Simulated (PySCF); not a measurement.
Polarisability and C₆ of Te²⁺ (tellurium, charge +2)

[Kr] 4d10 5s2 5p2, high-spin 3P determinant. Computed with PySCF 2.14 in aug-cc-pVQZ-PP with ECP28MDF (7s7p5d3f2g, 92 functions), with scalar relativity through the core potential. Coupled (time-dependent) response in atomic units; α is the mean over directions.

| method | mean α (bohr³) | α xx, yy, zz | C₆ (like pair) | S(−4) |
| --- | --- | --- | --- | --- |
| r2SCANh | 14.98 | 14.75, 15.09, 15.09 | 100.7 | 49.83 |

S(−4) is the Cauchy moment in α(ω) = α(0) + S(−4) ω² + …

Spin-orbit coupling is absent.

α(iu) at r2SCANh:

| u (hartree) | α(iu) (bohr³) |
| --- | --- |
| 0 | 14.98 |
| 0.0500 | 14.85 |
| 0.100 | 14.50 |
| 0.200 | 13.24 |
| 0.300 | 11.61 |
| 0.500 | 8.473 |
| 0.750 | 5.745 |
| 1.00 | 4.114 |
| 1.50 | 2.459 |
| 2.00 | 1.681 |
| 3.00 | 0.9596 |
| 5.00 | 0.4399 |

For an ion, C₆ is the dispersion term alone; charge-induced terms of lower order in 1/R come first.

The components differ because the open shell of this determinant is not spherical; for a pure term their mean is the scalar polarisability.

Energies and moments cover only the electrons outside the core potential.
